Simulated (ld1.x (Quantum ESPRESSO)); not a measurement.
## O: one change to an ultrasoft potential, before and after

O (Z = 8), ultrasoft, made with ld1.x (Quantum ESPRESSO) 7.5 (PBEsol, scalar-relativistic). Core [He], reference 2s2 2p4. Waves: 2s (bound): rcut 0.65, rcutus 0.80 bohr; 2s channel at 1.95 Ry: rcut 0.65, rcutus 0.80 bohr; 2p (bound): rcut 0.70, rcutus 0.95 bohr; 2p channel at 0.4 Ry: rcut 0.70, rcutus 0.95 bohr. Local part: all-electron potential smoothed inside 0.90 bohr (lloc = -2). Core correction: Bessel-smoothed model core inside 0.80 bohr. Augmentation charge: built from norm-conserving waves at rcut, not smoothed further.

Change: wave 2s channel at 1.95 Ry: rcut 0.65, rcutus 0.80 bohr becomes 2s channel at -1.43 Ry: rcut 0.65, rcutus 0.80 bohr.

Cutoffs: the cutoffs (Ry, on a coarse ladder) from which the occupation-weighted sum of valence levels, in a spherical-Bessel basis at the reference potential, stays within 10 and 1 mRy of its value at 400 Ry; they do not see the model core or the augmentation charge, which bear on the density cutoff. Errors are all-electron minus pseudo energies relative to the spin-unpolarised reference configuration.

Problem. How do hardness, ghosts and transferability respond?

Solution. The potential gets neither clearly harder nor softer (80 Ry and 140 Ry → 80 Ry and 140 Ry); of the 7 tests that both files solve, the error grows in 2 and shrinks in 0 by more than 15 % and 0.3 meV (median size 4.5 → 4.6 meV); neither file shows a bound ghost.

| quantity | base | changed |
| --- | --- | --- |
| cutoff, loose | 80 Ry | 80 Ry |
| cutoff, tight | 140 Ry | 140 Ry |
| bound ghosts | none | none |
| error for 2s2 2p3, meV [ΔE 16.36 eV] | -0.3 | 0.0 |
| error for 2s2 2p2, meV [ΔE 49.84 eV] | +5.0 | +7.7 |
| error for 2s2 2p1, meV [ΔE 103.54 eV] | +41 | +51 |
| error for 2s2 2p3.5, meV [ΔE 6.25 eV] | -0.4 | -0.3 |
| error for 2s1 2p4, meV [ΔE 31.50 eV] | +4.5 | +4.6 |
| error for 2s2 2p4.3, meV [ΔE -2.11 eV] | +0.2 | +0.2 |
| error for 2s0 2p6, meV [ΔE 29.75 eV] | +24 | +24 |
| s: phases at 1.05 bohr within 0.05 rad from the reference energy up to (Ry; the scan ends near 5) | to the end of the scan | to the end of the scan |
| p: phases at 1.05 bohr within 0.05 rad from the reference energy up to (Ry; the scan ends near 5) | to the end of the scan | to the end of the scan |
| lowest overlap eigenvalue by channel | s 0.42, p 0.97 | s 0.42, p 0.97 |
